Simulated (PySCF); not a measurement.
1,3,5-triazine cation (C₃H₃N₃), SMILES c1ncncn1 (connectivity only; charge and spin as stated), charge +1, multiplicity 2.

The structure is a stationary point at PBE0-D3(BJ)/def2-SVP. A frequency run showed that this geometry is not a minimum. The multiplicity is an assumed one; no other spin state was optimised.

Method: PBE0-D3(BJ)/def2-SVP (PySCF).

No scaling factor is applied to the harmonic values.

Computed normal modes with their intensities:
```csv
mode,ν (cm⁻¹),IR (km/mol),moving atoms (share of kinetic energy)
1,361i,531.7,"N 56 %, C 40 %"
2,384,1.3,"N 51 %, C 26 %, H 23 %"
3,385,0.0,"N 50 %, C 27 %, H 23 %"
4,612,74.0,"H 42 %, N 36 %, C 22 %"
5,695,58.6,"N 65 %, C 30 %"
6,938,3.6,"H 58 %, C 32 %, N 10 %"
7,971,0.0,"H 66 %, C 32 %"
8,998,0.1,N 91 %
9,1012,0.0,"H 61 %, C 35 %"
10,1132,12.8,"C 49 %, H 39 %, N 12 %"
11,1139,0.7,"C 74 %, H 21 %"
12,1179,0.1,"C 40 %, H 34 %, N 26 %"
13,1231,29.7,"H 39 %, C 34 %, N 27 %"
14,1319,0.0,H 88 %
15,1414,23.6,"H 45 %, C 28 %, N 27 %"
16,1463,33.4,"C 38 %, N 36 %, H 26 %"
17,1535,38.1,"C 49 %, N 47 %"
18,1636,239.0,"N 51 %, C 48 %"
19,3157,105.4,"H 92 %, C 8 %"
20,3214,6.9,"H 92 %, C 8 %"
21,3228,19.9,"H 91 %, C 9 %"
```
